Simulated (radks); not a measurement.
Effect of the nuclear size on the cerium ion Ce2+, [Xe] 4f2. All-electron calculation, Dirac Kohn-Sham, LDA (Slater exchange, Perdew-Wang correlation), spin-unpolarised, spherical densities, finite nucleus; open shells are shared between the two j in proportion to 2j + 1; Fermi nuclear charge, rms radius 4.8771 fm. Program: a radial shooting solver on a logarithmic mesh with Libxc functionals. The rms radius is varied about that value; shifts are against it.

| rms radius (fm) | total energy shift (eV) | density at nucleus (e/bohr^3) | 1s1/2 shift (meV) | 2s1/2 shift (meV) | 4p1/2 shift (meV) | 5s1/2 shift (meV) | 5p1/2 shift (meV) | 4f7/2 shift (meV) | 6s1/2 (empty) shift (meV) |
|---|---|---|---|---|---|---|---|---|---|
| 4.2772 | -2.41 | 3.919e+05 | -1000 | -122 | 0.265 | -0.948 | 0.056 | 0.133 | -0.169 |
| 4.604 | -1.13 | 3.859e+05 | -468 | -57.3 | 0.124 | -0.444 | 0.026 | 0.062 | -0.079 |
| 4.8771 | 0 | 3.813e+05 | 0.000 | 0.000 | 0.000 | 0.000 | 0.000 | 0.000 | 0.000 |
| 5.3258 | 1.96 | 3.744e+05 | 816 | 99.7 | -0.216 | 0.773 | -0.046 | -0.109 | 0.138 |
| 5.5794 | 3.13 | 3.708e+05 | 1300 | 159 | -0.344 | 1.23 | -0.073 | -0.174 | 0.220 |

Slopes of the eigenvalues against <r^2> in GHz/fm^2, as finite differences over the two radii next to the reference (eigenvalue slopes, not the field-shift constants of lines): 1s1/2 43300, 2s1/2 5300, 4p1/2 -11.5, 5s1/2 41.0, 5p1/2 -2.43, 4f7/2 -5.78, 6s1/2 (empty) 7.31.
